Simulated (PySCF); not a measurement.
Ge(Br)(OH) (BrGeHO), SMILES [OH][Ge][Br] (connectivity only; charge and spin as stated), neutral, multiplicity 1. Heavy atoms are numbered as in [Ge:1]([Br:2])[OH:3]. Hydrogens are named by the atom that carries them.

Coordinates come from a B3LYP-D3(BJ)/def2-TZVP optimisation. The values are those of a single conformer.

Method: M06-2X/def2-TZVPD run with PySCF.

Mulliken values depend strongly on the basis, most of all with diffuse functions as here. ESP charges are fitted to the potential on shells at 1.4 to 2.0 van der Waals radii. Atomic charges (e), one atom of each kind:

| atom | ESP fit | Mulliken |
|---|---|---|
| Ge1 | ? | 0.52 |
| Br2 | ? | -0.30 |
| O3 (OH) | ? | -0.59 |
| H on O3 | ? | 0.37 |

Problem. Some entries are withheld; supply them. (An estimate is asked for; the answer gives what the named calculation found.)

Solution. 
- Ge1, ESP fit: 0.30
- Br2, ESP fit: -0.16
- O3 (OH), ESP fit: -0.52
- H on O3, ESP fit: 0.39
